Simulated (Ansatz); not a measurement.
Compare A (`CN[SiH2]O`) with its isomer B (`C[SiH](N)O`).

Isolated molecules relaxed with PBE0-D4/def2-TZVP in Ansatz; ΔE leaves out vibrations. CCSD(T)/CBS adds triple-zeta CCSD(T) − MP2 to the extrapolated MP2 energy (def2 sets, frozen cores). DFT in def2-TZVPP. B3LYP here is the variant with VWN-RPA as its local correlation; programs differ in this. Each species was taken in one conformer, which may not be the lowest.

(1) Which isomer does CCSD(T)/CBS put lower? Give the gap. (Estimate.)

(2) Give E(B) − E(A) in kcal/mol with PBE0-D4, PBE-D4, CCSD(T)/def2-SVP, CCSD/def2-TZVPP, B3LYP, BLYP-D4, LDA (SPW92). (An estimate is asked.)

(3) Does the order hold for the free energy at 298.15 K (harmonic terms from PBE0-D4)? (Estimate.)

Largest T1 diagnostic: 0.011.

Results:

(1) Computed: B, by 21.5 kcal/mol.

(2) Ansatz gave: PBE0-D4 -21.0, PBE-D4 -20.5, CCSD(T)/def2-SVP -16.0, CCSD/def2-TZVPP -20.7, B3LYP -20.0, BLYP-D4 -19.8, LDA (SPW92) -20.4. None reverses the order clearly.

(3) The calculation gave: Yes: G(B) − G(A) = -21.4 kcal/mol, for one conformer each.

From BLYP to BHLYP (50 % exact exchange), in def2-TZVPP and without D4, E(B) − E(A) moves by −0.8 kcal/mol. At CCSD(T), def2-SVP lies +5.5 kcal/mol from the extrapolated value and def2-TZVPP +0.7 kcal/mol.
